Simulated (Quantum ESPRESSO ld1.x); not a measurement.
All-electron atom: Tm in [Xe] 4f13 6s2. Method: Dirac Kohn-Sham, BLYP, spin-unpolarised, spherical densities, point nucleus; open shells are shared between the two j in proportion to 2j + 1; computed with ld1.x of Quantum ESPRESSO 7.5.

Normalised radial functions P(r) = r R(r) (large component), r in bohr:

| r | 5p1/2 | 6s1/2 | 4f7/2 |
|---|---|---|---|
| 0.002159 | 0.0099 | 0.0248 | 0.0000 |
| 0.002534 | 0.0120 | 0.0276 | 0.0000 |
| 0.00295 | 0.0146 | 0.0304 | 0.0000 |
| 0.003434 | 0.0177 | 0.0333 | 0.0000 |
| 0.00403 | 0.0218 | 0.0364 | 0.0000 |
| 0.004691 | 0.0265 | 0.0392 | 0.0000 |
| 0.005505 | 0.0328 | 0.0419 | 0.0000 |
| 0.006409 | 0.0401 | 0.0440 | 0.0000 |
| 0.007521 | 0.0495 | 0.0456 | 0.0000 |
| 0.008755 | 0.0603 | 0.0460 | 0.0000 |
| 0.01027 | 0.0740 | 0.0451 | 0.0000 |
| 0.01196 | 0.0894 | 0.0425 | 0.0001 |
| 0.01392 | 0.1072 | 0.0379 | 0.0002 |
| 0.01634 | 0.1283 | 0.0304 | 0.0003 |
| 0.01902 | 0.1503 | 0.0205 | 0.0005 |
| 0.02232 | 0.1743 | 0.0072 | 0.0009 |
| 0.02599 | 0.1963 | -0.0078 | 0.0015 |
| 0.0305 | 0.2158 | -0.0255 | 0.0026 |
| 0.0355 | 0.2276 | -0.0425 | 0.0044 |
| 0.04166 | 0.2282 | -0.0585 | 0.0076 |
| 0.0485 | 0.2127 | -0.0692 | 0.0126 |
| 0.05647 | 0.1770 | -0.0725 | 0.0204 |
| 0.06626 | 0.1146 | -0.0650 | 0.0335 |
| 0.07714 | 0.0320 | -0.0458 | 0.0526 |
| 0.09053 | -0.0734 | -0.0135 | 0.0826 |
| 0.1054 | -0.1785 | 0.0252 | 0.1238 |
| 0.1237 | -0.2734 | 0.0663 | 0.1845 |
| 0.144 | -0.3245 | 0.0954 | 0.2618 |
| 0.169 | -0.3122 | 0.1041 | 0.3659 |
| 0.1967 | -0.2242 | 0.0836 | 0.4855 |
| 0.229 | -0.0661 | 0.0349 | 0.6210 |
| 0.2687 | 0.1458 | -0.0364 | 0.7709 |
| 0.3128 | 0.3399 | -0.1034 | 0.9066 |
| 0.3671 | 0.4719 | -0.1475 | 1.0254 |
| 0.4274 | 0.4778 | -0.1444 | 1.0997 |
| 0.5015 | 0.3362 | -0.0870 | 1.1256 |
| 0.5839 | 0.0814 | 0.0076 | 1.0991 |
| 0.6852 | -0.2548 | 0.1209 | 1.0244 |
| 0.7976 | -0.5681 | 0.2091 | 0.9212 |
| 0.9286 | -0.8128 | 0.2510 | 0.7998 |
| 1.09 | -0.9530 | 0.2283 | 0.6657 |
| 1.269 | -0.9641 | 0.1432 | 0.5422 |
| 1.489 | -0.8667 | 0.0025 | 0.4239 |
| 1.733 | -0.7078 | -0.1555 | 0.3267 |
| 2.034 | -0.5162 | -0.3182 | 0.2422 |
| 2.368 | -0.3466 | -0.4452 | 0.1784 |
| 2.778 | -0.2043 | -0.5319 | 0.1265 |
| 3.235 | -0.1105 | -0.5617 | 0.0894 |
| 3.766 | -0.0528 | -0.5412 | 0.0618 |
| 4.419 | -0.0209 | -0.4745 | 0.0407 |
| 5.144 | -0.0073 | -0.3835 | 0.0265 |
| 6.037 | -0.0020 | -0.2780 | 0.0161 |
| 7.028 | -0.0005 | -0.1853 | 0.0095 |
| 8.247 | -0.0001 | -0.1075 | 0.0051 |
| 9.601 | 0.0000 | -0.0568 | 0.0026 |
| 11.27 | 0.0000 | -0.0252 | 0.0012 |
| 13.12 | 0.0000 | -0.0100 | 0.0005 |

5p1/2: eigenvalue -30.772 eV, 3 radial nodes at r = 0.0812, 0.241, 0.608 bohr, <r> = 1.39 bohr, 90 % of the charge inside 2.06 bohr. 6s1/2: eigenvalue -3.767 eV, 5 radial nodes at r = 0.0241, 0.0957, 0.248, 0.578, 1.49 bohr, <r> = 3.95 bohr, 90 % of the charge inside 5.92 bohr. 4f7/2: eigenvalue -2.353 eV, 0 radial nodes, <r> = 0.825 bohr, 90 % of the charge inside 1.45 bohr.
